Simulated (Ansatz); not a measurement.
**Ligand exchange: NaOH + C2H7BS → NaSH + C2H7BO**

Species: NaOH `[OH][Na]`, singlet; C2H7BS `CCBS`, singlet; NaSH `[Na][SH]`, singlet; C2H7BO `CCBO`, singlet. The partners trade OH for SH: Na–OH and B–SH bonds give way to Na–SH and B–OH.

Shapes, held fixed at every level: PBE0-D4/def2-TZVP. Flexible molecules stand in one conformer, not always the lowest. Programs: Ansatz 0.2.0. The zero-point and thermal change to 298 K, harmonic and unscaled (PBE0-D4/def2-TZVP), is +2.9 kJ/mol.

```tsv
level	kind	ΔH(298 K) (kJ/mol)	less CCSD(T)/def2-TZVPP	CPU time (sum over the molecules)
r2SCAN-D4/def2-TZVPP	meta-GGA	-114.0	+3.2	35 s
BHLYP-D4/def2-TZVPP	global hybrid	-126.5	-9.3	22 s
PBE0-D4/def2-TZVPP	global hybrid	-119.2	-2.0	23 s
r2SCAN0-D4/def2-TZVPP	global hybrid	-120.4	-3.2	37 s
MP2/def2-SVP	perturbation theory	-123.9	-6.7	–
CCSD/def2-TZVPP	coupled cluster or CI	-120.3	-3.1	–
CCSD(T)/def2-TZVPP	coupled cluster or CI	-117.2	0.0	4.3 min
```

The highest level, CCSD(T)/def2-TZVPP, gives ΔH(298 K) = -117.2 kJ/mol; the levels span -126.5 to -114.0. The column of differences is taken from that level and isn't an error. No measured value is set beside it here. Outer-core shells of Na are correlated in most correlated rows, in sets that cover them unevenly. Times are processor times on shared x86 and Arm servers, and rough.
